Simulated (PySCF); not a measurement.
C₂H₈FNSi, SMILES N[C@H](C)[SiH2]F. Geometry optimised at PBE-D3(BJ)/def2-SVP. The structure was generated by enumeration; whether it is a known compound was not checked. The values are those of a single conformer.

These are PySCF with PBE-D3(BJ)/def2-SVP values and carry that method's errors.

Harmonic wavenumbers (cm⁻¹): 84, 128, 222, 263, 264, 332, 411, 571, 669, 713, 807, 820, 888, 907, 919, 977, 1016, 1107, 1173, 1284, 1296, 1341, 1408, 1429, 1576, 2164, 2187, 2832, 2955, 3033, 3061, 3387, 3479. Rotational constants (GHz): 6.389, 2.590, 2.000; symmetry number 1.

**Question.** Work out the zero-point energy and the ideal-gas rigid-rotor harmonic-oscillator thermochemistry at 298.15 K and 1 atm.

**Answer.** ZPE = ½ Σ hcν = ½ × 43706 cm⁻¹ = 261.42 kJ/mol. H − E(el) = 283.09 kJ/mol. Entropy in J/(mol K): translation 165.30, rotation 111.61, vibration 69.09, total 346.01. G − E(el) = 179.93 kJ/mol. Cp = 115.77 J/(mol K). Modes under 150 cm⁻¹ make the vibrational entropy uncertain.
